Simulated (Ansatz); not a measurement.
Total energies of C₆H₁₀O₂, SMILES `CCC(=O)CC(C)=O`.

Cartesian coordinates in Å:
```
C 2.276 -1.212 1.059
C 1.585 -0.520 -0.095
C 0.102 -0.755 -0.148
O -0.479 -1.504 0.596
C -0.660 0.066 -1.179
C -1.129 1.336 -0.480
C -2.455 1.250 0.210
O -0.435 2.320 -0.463
H 1.885 -0.860 2.015
H 3.350 -1.020 1.036
H 2.116 -2.290 1.021
H 1.992 -0.844 -1.061
H 1.737 0.567 -0.080
H -1.508 -0.524 -1.526
H -0.012 0.352 -2.008
H -3.247 1.152 -0.539
H -2.492 0.347 0.827
H -2.628 2.139 0.813
```

The species carries charge 0 and has multiplicity 1. The structure was optimised at the PBE0-D4/def2-TZVP level. It is a higher conformer; a search finds a lower one. Basis def2-TZVPP, the Gaussian-basis code of Ansatz.

RPA on PBE orbitals: Hartree–Fock energy of these orbitals -382.82554 Eh, correlation -2.34529 Eh (frozen core).

```csv
functional,energy without D4 (Eh),D4 term (kJ/mol)
LDA (SPW92),-381.99655,–
PBE,-384.78773,-38.3
revPBE,-385.14520,-126.4
r2SCAN,-385.04708,-10.5
PBE0,-384.81489,-32.4
HSE06 (plane-wave form),-384.79410,-30.0
BHLYP,-385.03669,-41.8
ωB97M-V,-385.10523,–
B2PLYP,-384.94835,–
PBE-QIDH,-384.75784,–
```

Q: Give the same for BLYP, B97M-V, B3LYP, r2SCANh, r2SCAN0, CAM-B3LYP, LC-ωPBE, ωB97X-V. (An estimate is asked.)

A: The calculation gave: 
| functional | energy without D4 (Eh) | D4 term (kJ/mol) |
| --- | --- | --- |
| BLYP | -385.12120 | -84.1 |
| B97M-V | -385.22887 | – |
| B3LYP | -385.27148 | -60.3 |
| r2SCANh | -385.02678 | -10.9 |
| r2SCAN0 | -384.99832 | -11.9 |
| CAM-B3LYP | -385.08069 | -32.4 |
| LC-ωPBE | -385.01971 | – |
| ωB97X-V | -385.14872 | – |

B3LYP takes the VWN-RPA correlation (the form of Gaussian; ORCA's B3LYP/G). HSE06 is the plane-wave form, built on full-range PBE exchange. The double hybrids freeze the cores in their second-order part.

LC-ωPBE has ω = 0.4 bohr⁻¹.
